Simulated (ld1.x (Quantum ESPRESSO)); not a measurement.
## Ranking ultrasoft potentials for carbon

All share these settings but for the change named:

carbon (C), ultrasoft, made with ld1.x (Quantum ESPRESSO) 7.5 (PBEsol, scalar-relativistic). Core [He], reference 2s2 2p2. Waves: 2s (bound): rcut 0.95, rcutus 1.20 bohr; 2s channel at 0.1 Ry: rcut 0.95, rcutus 1.20 bohr; 2p (bound): rcut 1.85, rcutus 2.10 bohr; 2p channel at 1.6 Ry: rcut 1.85, rcutus 2.10 bohr; 3d channel at 0.15 Ry: rcut 1.50, rcutus 2.05 bohr; 3d channel at 1.75 Ry: rcut 1.50, rcutus 2.05 bohr. Local part: all-electron potential smoothed inside 2.10 bohr (lloc = -1). Core correction: Bessel-smoothed model core inside 0.95 bohr. Augmentation charge: PSQ, radius 0.90 bohr.

Test errors are all-electron minus pseudo excitation energies from the reference, over 2s2 2p1; 2s2 2p0; 2s1 2p0; 2s1 2p2; 2s1 2p3; 2s2 2p2.3; 2s0 2p4. None of these files shows a bound ghost.

The base gives 51.5 meV.

Of 8 variants that were run, those that failed, showed a ghost or another fault, or gave nearly equal values are left out.

A variant can come out equal or close to the base, since the largest error may sit in a test that the change hardly touches while other tests move.

(1) Rank these variants by their largest absolute test error, smallest first.
A. all radii but the core radius scaled by about 1.39 (s 1.66, p 2.92, d 2.84 bohr, rcut 1.32/2.56/2.08); local potential all-electron potential smoothed inside 2.92 bohr (lloc = -1); augmentation PSQ, radius 1.24 bohr
B. wave 2s channel at 0.1 Ry: rcut 0.95, rcutus 1.20 bohr becomes 2s channel at 0.64 Ry: rcut 0.95, rcutus 1.20 bohr
C. core correction Bessel-smoothed model core inside 1.42 bohr

Answers

(1) B (51.0 meV), A (76.2 meV), C (179.3 meV).
